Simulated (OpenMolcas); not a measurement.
# V4+: moving or changing the point charges

V4+ among 6 point charges of -1.5 e arranged as a trigonal antiprism (D3d), 1.84 Å from the ion, with a polar angle of 58.0° against the regular 54.74°.
```
   0.0000    1.5607    0.9745  -1.50
  -1.3516   -0.7804    0.9745  -1.50
   1.3516   -0.7804    0.9745  -1.50
   0.0000   -1.5607   -0.9745  -1.50
   1.3516    0.7804   -0.9745  -1.50
  -1.3516    0.7804   -0.9745  -1.50
```

```json
{
 "Program": "OpenMolcas 26.06",
 "Method": "SS-CASPT2, IPEA 0.25 Eh, imaginary shift 0.1 Eh (closed shells correlated: 3s 3p)",
 "Basis": "ANO-RCC-VDZP [5s4p2d1f]",
 "Scalar Hamiltonian": "DKH2, point nucleus",
 "Active space": "1 electron in 5 orbitals (3d)",
 "State averaging": "2S+1 = 2 even, 5 roots",
 "Spin-orbit coupling": "RASSI with atomic mean-field integrals over the reference wave functions"
}
```

Runs around this geometry, states (labels of D3, the rotations of D3d). Energies in cm-1 above the lowest state or level, χT in cm3 K/mol.

```tsv
R (Å)	q (e)	Polar angle / regular	Ground state	First state of that spin	First gap with spin-orbit (degeneracies)	χT at 300 K
1.84	-0.98	1.06	2A1	2E 870	880 (2, 2)	0.364
1.66	-1.5	1.06	2A1	2E 1970	1950 (2, 2)	0.366
1.84	-1.5	1.06	2A1	2E 1420	1410 (2, 2)	0.363
2.04	-1.5	1.06	2A1	2E 1010	1030 (2, 2)	0.364
1.84	-1.5	1.14	2A1	2E 2520	2520 (2, 2)	0.365
```

Taking the first state of the same spin as R^-n, n = -ln(1010 / 1970) / ln(2.04 / 1.66) = 3.2 between the shortest and longest distance.

Scaling the charges by -0.98 / -1.5 = 0.65 scales the first state of the same spin by 870 / 1420 = 0.61; with fixed orbitals a first-order splitting would follow the charge.

Roots that are degenerate in the reference are averaged as groups; the widest CASPT2 spread within a group is 74 cm-1 (the 2-fold group of multiplicity 2 near 1010 cm-1 above the lowest state of its run, R = 2.04, q = -1.5, ratio = 1.06). Shifts and gaps below about the spread of the groups concerned are not significant. Free-ion shares, where given, are those of the reference states; single-state CASPT2 does not remix them. The ground term spreads over less than 5000 cm-1, several times less than with real ligands, so orbital moments are less quenched and χT lies further from the spin-only value than at real sites (holds for R = 1.84, q = -0.98, ratio = 1.06; R = 2.04, q = -1.5, ratio = 1.06). Point charges carry no covalency, so the field is a model and not that of real ligands. No measured value stands beside these numbers.
